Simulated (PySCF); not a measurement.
**Basis and Hamiltonian dependence of the excitation energy of V**

V [Ar] 3d3 4s2 (4F) → V [Ar] 3d3 4s1 4p1 (high-spin determinant). All values are computed (PySCF 2.14, energy differences of UHF-based or UKS calculations, no spin-orbit coupling). Values in eV.

| basis | Hamiltonian | functions | UHF | r2SCAN | PBE0 | MP2 (valence) | CCSD(T) (valence) | CCSD(T) (valence and next inner shell) |
| --- | --- | --- | --- | --- | --- | --- | --- | --- |
| aug-cc-pVDZ-DK | spin-free X2C | 59 | 1.065 | 1.673 | 1.886 | 1.774 | 2.000 | n/a |
| aug-cc-pVDZ | non-relativistic | 59 | 1.026 | 1.588 | n/a | 1.725 | 1.952 | n/a |
| x2c-TZVPPall | spin-free X2C | 64 | 1.116 | 1.735 | 1.951 | 1.832 | 2.065 | 2.169 |
| def2-TZVPPD | non-relativistic | 67 | 0.997 | 1.586 | 1.807 | 1.709 | 1.944 | 2.043 |
| x2c-TZVPPall with one added diffuse shell each of s, p, d, f type | spin-free X2C | 80 | 1.037 | n/a | n/a | 1.772 | 1.993 | 2.099 |
| def2-QZVPPD | non-relativistic | 93 | 1.001 | 1.604 | 1.804 | 1.752 | 1.968 | 2.070 |
| x2c-QZVPPall | spin-free X2C | 96 | 1.041 | 1.681 | 1.874 | 1.800 | 2.016 | n/a |
| dyall-av2z | non-relativistic | 101 | 1.004 | 1.591 | 1.811 | 1.707 | 1.936 | n/a |
| aug-cc-pVTZ with one added diffuse shell each of s, p, d, f, g type | non-relativistic | 118 | 0.999 | 1.600 | 1.806 | 1.759 | n/a | n/a |
| x2c-QZVPPall with one added diffuse shell each of s, p, d, f, g type | spin-free X2C | 121 | 1.041 | 1.680 | 1.873 | 1.812 | n/a | n/a |
| aug-cc-pwCVTZ-DK | spin-free X2C | 127 | 1.039 | 1.682 | 1.875 | 1.811 | n/a | n/a |
| aug-cc-pwCVTZ | non-relativistic | 127 | 0.999 | 1.605 | 1.807 | 1.763 | n/a | n/a |

Q: Estimate the row for ANO-RCC-VTZP (spin-free X2C, 59 functions).

A: From the rows with the same Hamiltonian and similar size; the calculation gives UHF 1.05; r2SCAN 1.69; PBE0 1.90; MP2 (valence) 1.75; CCSD(T) (valence) 1.99; CCSD(T) (valence and next inner shell) 2.09 (eV).

Frozen in the all-electron rows: valence: [Ar]; valence and next inner shell: [Ne].

One determinant mixes LS terms of the configuration, so the numbers do not refer to single terms. Non-relativistic rows lack the scalar-relativistic shift.
